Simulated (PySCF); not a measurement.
Gas-phase reaction: TiCl₄.NH₃ + 2 N = TiCl₄ + 3 NH

Computed with PySCF and rigid-rotor harmonic-oscillator thermochemistry at 1 bar. † marks an energy on the PBE0/def2-TZVP geometry and frequencies. MP2 freezes the core. Open shells (unrestricted): N (multiplicity 4), NH (multiplicity 3); the rest are closed-shell singlets. Adducts (TiCl₄.NH₃) have no counterpoise correction, and HF, PBE, BLYP, B3LYP and PBE0 lack dispersion. TiCl₄.NH₃: computed as isolated molecules; such fragments, hydroxides, amides, oligomers or adducts are transient or little studied in the gas. MP2 isn't extrapolated to the basis-set limit.

MP2/def2-SVP† gives ΔH°(298 K) = 301 kJ.

### Question
What do r2SCAN/def2-TZVP†, PBE0/def2-SVP†, MP2/def2-TZVPP† give?

### Answer
r2SCAN/def2-TZVP†: 212 kJ; PBE0/def2-SVP†: 225 kJ; MP2/def2-TZVPP†: 279 kJ. For scale, ΔH°(298 K) is 301 kJ at this level, 228 kJ at ωB97M-V/def2-TZVP†, and runs from 147 to 301 kJ over the 19 levels computed.
